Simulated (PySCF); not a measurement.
These compounds are isomers of formula C₆H₅F₃O.

A. SMILES C1=CC1(C=C)OC(F)(F)F
B. `C(OC(=C)C#CC)(F)(F)F`
C. SMILES Cc1cocc1C(F)(F)F
D. SMILES C#C[C@@H](C(C)=O)C(F)(F)F

Spectrum 1. ¹³C{¹H} NMR (computed): δ 199.9 (C), 133.7 (C), 84.7 (CH), 79.4 (C), 55.1 (CH), 28.2 (CH3).

Spectrum 2. ¹³C{¹H} NMR (computed): δ 146.5 (CH), 131.8 (C), 130.6 (CH), 125.2 (CH2), 65.1 (C).

Spectrum 3. ¹³C{¹H} NMR (computed): δ 148.4 (CH), 145.5 (CH), 132.6 (C), 128.5 (C), 126.7 (C), 10.3 (CH3).

Spectrum 4. ¹³C{¹H} NMR (computed): δ 145.3 (C), 129.6 (C), 112.1 (CH2), 106.0 (C), 76.7 (C), 5.5 (CH3).

Calculated, not measured (PySCF 2.14): GFN2-xTB geometry, shielding tensors at PBE0/pcSseg-1 (GIAO). Non-relativistic Hamiltonian, isolated molecule, fast rotation and ring inversion assumed for equivalent nuclei, a single conformation.

Referencing at the same level of theory: TMS for ¹³C. Splittings of carbon signals by F and P are missing where no couplings were computed. Shifts are as computed. Against solution values, carbons near 30 ppm lie about +3 ppm off and those near 130 ppm about +5 ppm. Of 1211 compounds with measured shifts, 218 miss one by over three times the rms of a fit or turn the order of signals round; such compounds aren't used in these exercises.

Match each spectrum to its structure.

## Answers

1–D, 2–A, 3–C, 4–B.

- Spectrum 1 (D): 6 ¹³C signals; δC 199.9 is a ketone carbonyl carbon; δC 133.7 is a CF3 carbon.
- Spectrum 2 (A): 5 ¹³C signals; δC 146.5 is an alkene CH; δC 131.8 is a CF3 carbon.
- Spectrum 3 (C): 6 ¹³C signals; δC 132.6 is a CF3 carbon; δC 10.3 is a methyl carbon on an aromatic ring.
- Spectrum 4 (B): 6 ¹³C signals; δC 145.3 is an alkene carbon bearing oxygen; δC 129.6 is a CF3 carbon.
